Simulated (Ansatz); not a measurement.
Ge(F)2(Cl)(NH2) (ClF2GeH2N), SMILES [Ge]([F])([Cl])([NH2])[F].

Geometry optimised at PBE-D3(BJ)/def2-SVP. The structure was generated by enumeration, and PubChem lists no compound with its InChIKey, so it may never have been made. One conformer was computed; it need not be the lowest.

Two levels are set side by side: PBE/def2-SVPD (Ansatz, a program for electronic structure) and PBE0/def2-SVPD (Ansatz). Energy differences of separate SCF runs at the same geometry; the states with an electron removed or added have multiplicity 2 and 2. Differences are taken from unrounded values.

```csv
quantity,PBE0
vertical ionisation energy (eV),11.43
vertical singlet–triplet gap (eV),5.96
```

Task: What does PBE give, and how far is it from PBE0? (Estimate from the structure and the level; the computed values follow.)

Result: 
```tsv
quantity	PBE	PBE minus PBE0
vertical ionisation energy (eV)	11.05	-0.38
vertical singlet–triplet gap (eV)	5.47	-0.49
```
